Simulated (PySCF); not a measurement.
C6H7N.
SMILES with atom numbers: `[N:1]#[C:2][CH:3]=[C:4]1[CH2:5][CH2:6][CH2:7]1` (hydrogens: H8 on C3; H9, H10 on C5; H11, H12 on C6; H13, H14 on C7)

Method: PBE0-D3(BJ)/def2-SVP geometry optimisation, gas phase (PySCF); density fitting, grid level 1; the optimiser is geomeTRIC in internal coordinates, started from a GFN2-xTB structure with every atom displaced at random (about 0.01 Å).

Step 1: E = -7809.6229 eV
```
atom  x, y, z in Å  |  force x, y, z in eV/Å
N1      3.3460    0.5395   -1.4936    0.008   0.035  -0.060
C2      2.5408    0.1296   -0.7651    0.103  -0.005   0.013
C3      1.5714   -0.3809    0.1369   -0.955   0.130  -0.060
C4      0.2623   -0.0487    0.0375    0.865  -0.020   0.094
C5     -0.4978    0.8598   -0.8864   -0.033  -0.133  -0.363
C6     -1.7903    0.5077   -0.1129   -0.143   0.068   0.031
C7     -0.9670   -0.4052    0.8277   -0.061  -0.194   0.013
H8      1.9032   -1.0686    0.9141    0.120  -0.087   0.096
H9     -0.1821    1.9127   -0.8493    0.023   0.060   0.025
H10    -0.4703    0.5476   -1.9504   -0.014   0.069   0.212
H11    -2.5480   -0.0228   -0.7069    0.016   0.024   0.002
H12    -2.2756    1.3607    0.3847    0.027  -0.046  -0.027
H13    -1.2313   -1.4777    0.8010    0.024   0.087   0.008
H14    -0.9365   -0.0964    1.8845    0.021   0.011   0.015
```

Step 2: E = -7809.6309 eV
```
atom  x, y, z in Å  |  force x, y, z in eV/Å
N1      3.3271    0.5483   -1.4960   -0.037   0.006  -0.009
C2      2.5317    0.1300   -0.7609    0.154  -0.024   0.004
C3      1.5652   -0.3875    0.1445   -0.284   0.054  -0.057
C4      0.2693   -0.0467    0.0378    0.145  -0.030   0.107
C5     -0.4957    0.8577   -0.8915    0.015  -0.006  -0.080
C6     -1.7893    0.5097   -0.1139   -0.002  -0.014   0.009
C7     -0.9638   -0.4067    0.8251   -0.035  -0.028   0.009
H8      1.9062   -1.0746    0.9250    0.023   0.017  -0.022
H9     -0.1785    1.9124   -0.8549    0.000   0.001   0.012
H10    -0.4711    0.5461   -1.9493    0.002   0.002   0.034
H11    -2.5482   -0.0175   -0.7080    0.000   0.003  -0.002
H12    -2.2714    1.3622    0.3838    0.014   0.002   0.001
H13    -1.2270   -1.4768    0.7974    0.007   0.008  -0.006
H14    -0.9301   -0.0996    1.8829   -0.002   0.009   0.000
```

Step 3: E = -7809.6311 eV
```
atom  x, y, z in Å  |  force x, y, z in eV/Å
N1      3.3592    0.5314   -1.4862   -0.020  -0.016   0.020
C2      2.5516    0.1237   -0.7585   -0.071   0.037  -0.027
C3      1.5590   -0.3769    0.1325    0.183  -0.127   0.100
C4      0.2668   -0.0408    0.0366   -0.095   0.087  -0.085
C5     -0.5033    0.8596   -0.8937   -0.009   0.041   0.076
C6     -1.7942    0.5080   -0.1106    0.030  -0.031  -0.018
C7     -0.9643   -0.4083    0.8257    0.012   0.051  -0.001
H8      1.8995   -1.0629    0.9153   -0.004   0.008  -0.014
H9     -0.1888    1.9157   -0.8564   -0.015  -0.018   0.004
H10    -0.4807    0.5480   -1.9484    0.004  -0.027  -0.052
H11    -2.5538   -0.0189   -0.7036   -0.009  -0.003   0.001
H12    -2.2750    1.3592    0.3893    0.001   0.017   0.012
H13    -1.2228   -1.4784    0.7961    0.002  -0.023  -0.010
H14    -0.9287   -0.1022    1.8840   -0.009   0.003  -0.007
```

Problem. Estimate the geometry and energy of step 4. (The exact step hangs on the optimiser's Hessian estimate; all steps are aligned on step 3, rigid shifts and turns removed.)

Solution. E = -7809.6322 eV, largest force 0.093 eV/Å
```
atom  x, y, z in Å  |  force x, y, z in eV/Å
N1      3.3423    0.5395   -1.4926   -0.007  -0.003  -0.001
C2      2.5428    0.1261   -0.7594   -0.019   0.007  -0.003
C3      1.5607   -0.3816    0.1382    0.068  -0.053   0.035
C4      0.2680   -0.0427    0.0391   -0.041   0.034  -0.024
C5     -0.4991    0.8584   -0.8926   -0.002   0.023   0.035
C6     -1.7917    0.5088   -0.1122    0.011  -0.022  -0.016
C7     -0.9650   -0.4079    0.8258    0.005   0.029   0.004
H8      1.9045   -1.0672    0.9192   -0.005   0.005  -0.009
H9     -0.1837    1.9138   -0.8551   -0.009  -0.007   0.002
H10    -0.4749    0.5460   -1.9481    0.005  -0.016  -0.022
H11    -2.5509   -0.0176   -0.7065   -0.007   0.000   0.003
H12    -2.2723    1.3609    0.3866    0.005   0.009   0.006
H13    -1.2249   -1.4781    0.7958    0.004  -0.010  -0.007
H14    -0.9313   -0.1014    1.8839   -0.008   0.002  -0.003
```

The energy changes by -0.0011 eV. The first-order estimate −F·Δx gives -0.0018 eV and the mean of the old and new forces, exact on a quadratic surface, -0.0012 eV. The step makes an angle of 79° with the force vector and moves no atom by more than 0.020 Å.

The cost below is that of the whole optimisation. On one thread, Arm Neoverse N1 (aarch64), shared host with 64 logical CPUs at a one-minute load of 17, this took 58 s of wall time and 0.52 GiB of memory at its peak.
